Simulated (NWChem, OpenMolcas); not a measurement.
# How basis sets differ on SiN2H5OF (SMILES N[Si](N)(O)F)

SiN2H5OF: 10 atoms, total charge 0, spin state singlet. SMILES: `N[Si](N)(O)F`. Geometry: relaxed at PBE0-D4/def2-TZVP. This is one conformer, not always the lowest.

| atom | x (Å) | y (Å) | z (Å) |
| --- | --- | --- | --- |
| N | -0.4158 | 1.4954 | -0.0248 |
| Si | 0.0634 | -0.0964 | -0.2983 |
| N | -0.4887 | -1.0651 | 0.9778 |
| O | 1.6710 | 0.0226 | -0.5851 |
| F | -0.5539 | -0.8271 | -1.5866 |
| H | -1.3283 | 1.7231 | 0.3273 |
| H | 0.0466 | 2.2720 | -0.4641 |
| H | -0.7412 | -2.0271 | 0.8311 |
| H | -0.2389 | -0.8737 | 1.9325 |
| H | 2.0688 | -0.6749 | -1.1069 |

Each level gives the dipole moment (D). The values are calculated.

```
            level          kind     program  value (D)  CPU time
HF/ANO-R0 (sfX2C)  Hartree–Fock  OpenMolcas       0.69     5.5 s
        HF/STO-3G  Hartree–Fock  OpenMolcas       0.68     4.5 s
         HF/3-21G  Hartree–Fock  OpenMolcas       1.28     4.1 s
       HF/cc-pVDZ  Hartree–Fock  OpenMolcas       1.29      19 s
      HF/def2-SVP  Hartree–Fock      NWChem       1.23      29 s
```

The values span 0.68 to 1.29 D. Magnitudes only. Sets without polarisation functions give poor dipoles. Times are those of the runs behind each value, whatever else they computed, on shared processors of several kinds: orders of magnitude only.
